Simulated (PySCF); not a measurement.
A structure optimised at PBE0-D3(BJ)/def2-TZVP, used in a PySCF frequency run:

```xyz
4

Te     0.0429    -0.6041     0.6616
Br     0.1184     1.3904    -0.8239
O     -0.6020    -1.9236    -0.6127
H     -1.5617    -1.8639    -0.6644
```
Charge 0, spin multiplicity 1.

Write its SMILES and formula.

O[Te]Br, BrHOTe

What are its rotational constants (standard atomic weights)?

9.2719, 1.5051, 1.2999 GHz
